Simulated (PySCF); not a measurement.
**Polarisability and C₆ of La (lanthanum, neutral)**

[Xe] 5d1 6s2, 2D determinant. Computed with PySCF 2.14 in ANO-RCC-VTZP, with the spin-free X2C one-electron Hamiltonian (Gaussian nucleus). Coupled (time-dependent) response in atomic units; α is the mean over directions. The basis has no added diffuse functions, which lowers α and C₆.

| method | mean α (bohr³) | α xx, yy, zz | C₆ (like pair) | S(−4) |
| --- | --- | --- | --- | --- |
| PBE | 190.4 | 186.1, 186.1, 198.9 | 3198 | 17990 |

S(−4) is the Cauchy moment in α(ω) = α(0) + S(−4) ω² + …

Reference α: 215 ± 20 bohr³ (recommended; Schwerdtfeger and Nagle, table of static dipole polarizabilities (2023 update)). Published C₆: 3730 (Gould and Bucko (2016)).

Spin-orbit coupling is absent.

α(iu) at PBE:

| u (hartree) | α(iu) (bohr³) |
| --- | --- |
| 0 | 190.4 |
| 0.0500 | 155.4 |
| 0.100 | 104.5 |
| 0.200 | 51.70 |
| 0.300 | 31.73 |
| 0.500 | 16.94 |
| 0.750 | 10.23 |
| 1.00 | 7.027 |
| 1.50 | 3.979 |
| 2.00 | 2.592 |
| 3.00 | 1.390 |
| 5.00 | 0.6195 |

A single London oscillator, α(iu) = α/(1 + u²/ω²), gives C₆ = (3/4) ω α². Matching the computed C₆ needs ω = 4 × 3198 / (3 × 190.4²) = 0.118 hartree.

The components differ because the open shell of this determinant is not spherical; for a pure term their mean is the scalar polarisability.

⟨L²⟩ = 8.75 against 6 for a pure D term, so this real determinant mixes terms. Spin-orbit coupling, absent here, splits the open shell strongly. ⟨S²⟩ = 1.43 against 0.75 shows spin contamination. The s, p, d and f populations moved away from the nominal configuration during the SCF.
